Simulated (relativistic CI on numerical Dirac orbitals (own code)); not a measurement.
**d3 in a ligand field**

Computed with a parametric ligand-field model of a d^n configuration (Racah B and C, spin-orbit zeta, crystal field), exact diagonalisation.

Field parameters in Wybourne normalisation: Td as Oh with Dq negative (B⁴₀ = 21Dq, B⁴₄ = √(5/14) B⁴₀). The field is a parameter set, without covalency.

Q: Ground term and bands for B = 610, C = 2620, ζ = 0 cm⁻¹, Td, 10Dq = -1710 cm⁻¹?

A: Ground term 4T1 with 1.85 electrons in the two orbitals of the cubic e set. Spin-allowed: 4T2 1414 cm⁻¹, 4A2 3124 cm⁻¹ (3201 nm), 4T1 10268 cm⁻¹ (974 nm). Lowest spin-forbidden: 2E 10076 cm⁻¹ (992 nm), 2T2 10864 cm⁻¹ (921 nm), 2T1 10992 cm⁻¹ (910 nm).

Q: Ground term and bands for B = 610, C = 2620, ζ = 0 cm⁻¹, Td, 10Dq = -10490 cm⁻¹?

A: Ground term 4T1 with 1.95 electrons in the two orbitals of the cubic e set. Spin-allowed: 4T2 9458 cm⁻¹ (1057 nm), 4T1 17577 cm⁻¹ (569 nm), 4A2 19948 cm⁻¹ (501 nm). Lowest spin-forbidden: 2E 1962 cm⁻¹, 2T1 10936 cm⁻¹ (914 nm), 2T2 11374 cm⁻¹ (879 nm).

Q: Ground term and bands for B = 610, C = 2620, ζ = 0 cm⁻¹, Td, 10Dq = -6100 cm⁻¹?

A: Ground term 4T1 with 1.92 electrons in the two orbitals of the cubic e set. Spin-allowed: 4T2 5329 cm⁻¹ (1877 nm), 4A2 11429 cm⁻¹ (875 nm), 4T1 13708 cm⁻¹ (729 nm). Lowest spin-forbidden: 2E 6219 cm⁻¹ (1608 nm), 2T1 11079 cm⁻¹ (903 nm), 2T2 11337 cm⁻¹ (882 nm).

Q: Ground term and bands for B = 610, C = 2620, ζ = 0 cm⁻¹, Td, 10Dq = -9390 cm⁻¹?

A: Ground term 4T1 with 1.95 electrons in the two orbitals of the cubic e set. Spin-allowed: 4T2 8412 cm⁻¹ (1189 nm), 4T1 16583 cm⁻¹ (603 nm), 4A2 17802 cm⁻¹ (562 nm). Lowest spin-forbidden: 2E 3037 cm⁻¹ (3293 nm), 2T1 10970 cm⁻¹ (912 nm), 2T2 11375 cm⁻¹ (879 nm).

Q: Ground term and bands for B = 610, C = 2620, ζ = 0 cm⁻¹, Td, 10Dq = -6650 cm⁻¹?

A: Ground term 4T1 with 1.93 electrons in the two orbitals of the cubic e set. Spin-allowed: 4T2 5838 cm⁻¹ (1713 nm), 4A2 12488 cm⁻¹ (801 nm), 4T1 14176 cm⁻¹ (705 nm). Lowest spin-forbidden: 2E 5692 cm⁻¹ (1757 nm), 2T1 11061 cm⁻¹ (904 nm), 2T2 11351 cm⁻¹ (881 nm).
